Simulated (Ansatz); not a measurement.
Ansatz (a program for electronic structure) input:

Ansatz 0.2 input:
```yaml
crystal:
  periodic: [false, false, false]
  atoms:
    - {symbol: Mg, position_ang: [0.00000000, 0.00000000, 0.00000000]}
    - {symbol: I, position_ang: [-0.00000000, -0.00000000, -2.59576746]}
    - {symbol: I, position_ang: [0.00000000, 0.00000000, 2.59576746]}
basis:
  gaussian:
    orbitals: def2-TZVPD
hamiltonian:
  xc: {name: B2PLYP}
total_charge: 1
magnetization: {spin_polarized: true, initial_magnetization: 1}
correlation: {electrons: outside_noble_gas}
```

### Question
Predict the final energy.

### Answer
-794.62639 Eh (B2PLYP/def2-TZVPD). The basis has 153 functions.
